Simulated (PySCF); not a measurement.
Structure problem from calculated spectra and properties.

Elements present: C, H, N, O and Si. Monoisotopic mass: 157.0379 u.

| Quantity | Value |
| --- | --- |
| 1H NMR | chemical shifts (computed TMS as zero) by class: 5.02 (1 H), 4.94 (1 H), 4.84 (1 H), 2.04 (1 H), 1.85 (3 H), 1.29 (2 H), 1.09 (1 H), 0.64 (1 H) ppm [GIAO PBE0/pcSseg-1] |
| Rotational structure | rotational constants A, B, C: 1.541, 0.905, 0.718 GHz [PBE0-D3(BJ)/def2-SVP] |
| Valence photoelectron | vertical ionisation energy: 8.92 eV [ΔSCF CAM-B3LYP/def2-SVPD] |
| XPS | Si2p3/2 106.9, Si2p3/2 106.9, C1s 289.8, C1s 290.0, C1s 290.0, C1s 290.7, C1s 291.5, N1s 404.5, O1s 537.2, Si1s 1846.8, Si1s 1846.9 eV [ΔSCF SCAN, pcX-2 on the ionised atom, pcseg-1 elsewhere, spin-free X2C, 2p3/2 from a spin–orbit splitting computed afterwards within the 2p shell] |
| UV, first state | lowest singlet excitation: 6.13 eV (202 nm, f = 0.003) [TDDFT CAM-B3LYP/def2-SVPD] |
| 13C NMR | chemical shifts (computed TMS as zero) by class: 89.1 (1 C), 81.5 (1 C), 17.0 (1 C), 14.0 (1 C), 4.8 (1 C) ppm [GIAO PBE0/pcSseg-1] |

Electronic properties: PySCF, gas phase, density fitting. Levels stand in brackets. The structure is a single PBE0-D3(BJ)/def2-SVP conformer in the gas phase; no vibrational or solvent corrections. NMR values are class means; diastereotopic atoms form classes of their own.

**Question.** Which formula fits the mass and the elements?

**Answer.** C5H11NOSi2 (calculated 157.0379). No other formula that holds each of these elements comes within 0.0003 u with a fitting electron parity and a possible valence count.

**Question.** Give a SMILES that accounts for the data.

**Answer.** Numbering: `[CH3:1][C:2]#[C:3][C@@H:4]1[CH2:5][Si@H:6]([NH2:7])[O:8][SiH2:9]1`. Its formula, C5H11NOSi2, gives 3 degrees of unsaturation: 1 ring and 2 π bonds in the structure found. 5 carbons fall into 5 classes; from least to most shielded: alkyne carbon [C3] (89.1 ppm), alkyne carbon [C2] (81.5 ppm), ring sp3 carbon bound to silicon [C5] (17.0 ppm), ring sp3 carbon bound to silicon [C4] (14.0 ppm), propargylic carbon [C1] (4.8 ppm). Hydrogen classes from least to most shielded: 1 H on an oxygen-bound silicon, Si9 (5.02 ppm), 1 H on an oxygen-bound silicon, Si9 (4.94 ppm), 1 H on an oxygen-bound silicon, Si6 (4.84 ppm), 1 H on an sp3 carbon bound to silicon, C4 (2.04 ppm), 3 H on a propargylic carbon, C1 (1.85 ppm), 2 H on a silicon-bound nitrogen, N7 (1.29 ppm), 1 H on an sp3 carbon bound to silicon, C5 (1.09 ppm), 1 H on an sp3 carbon bound to silicon, C5 (0.64 ppm). The core levels belong to: Si2p3/2 106.9 eV, oxygen-bound silicon [Si9]; Si2p3/2 106.9 eV, oxygen-bound silicon [Si6]; C1s 289.8 eV, alkyne carbon [C2]; C1s 290.0 eV, alkyne carbon [C3]; C1s 290.0 eV, sp3 carbon bound to silicon [C5]; C1s 290.7 eV, sp3 carbon bound to silicon [C4]; C1s 291.5 eV, propargylic carbon [C1]; N1s 404.5 eV, silicon-bound nitrogen [N7]; O1s 537.2 eV, siloxane oxygen [O8]; Si1s 1846.8 eV, oxygen-bound silicon [Si9]; Si1s 1846.9 eV, oxygen-bound silicon [Si6]. The hole state at 289.8 eV has ⟨S²⟩ = 0.84 against 0.75, so that value is less sure. The hole state at 290.0 eV has ⟨S²⟩ = 0.85 against 0.75, so that value is less sure. The first electron is taken from the HOMO, whose largest Löwdin shares are 0.30 on an alkyne carbon, 0.27 on an alkyne carbon, 0.13 on an sp3 carbon bound to silicon and 0.08 on an oxygen-bound silicon. The optimised geometry has point group C1 and is an asymmetric top. Structure: `CC#C[C@@H]1C[Si@H](N)O[SiH2]1`. Computed isomers that give other values at the same levels: `C[SiH2][Si@@H](N)c1ccco1` (13C chemical shifts (computed TMS as zero) by class: 159.2 (1 C), 153.1 (1 C), 130.5 (1 C), 115.2 (1 C), -11.7 (1 C) ppm); `CC[Si@@H]1O[SiH2]C[C@H]1C#N` (13C chemical shifts (computed TMS as zero) by class: 125.6 (1 C), 14.7 (1 C), 12.5 (1 C), 10.1 (1 C), 6.1 (1 C) ppm); `N[Si@H](C[SiH3])c1ccco1` (13C chemical shifts (computed TMS as zero) by class: 159.0 (1 C), 152.3 (1 C), 129.1 (1 C), 115.4 (1 C), -7.0 (1 C) ppm). The assignments are read from this structure; whether some other isomer fits the data as well wasn't checked. The mirror image fits equally.
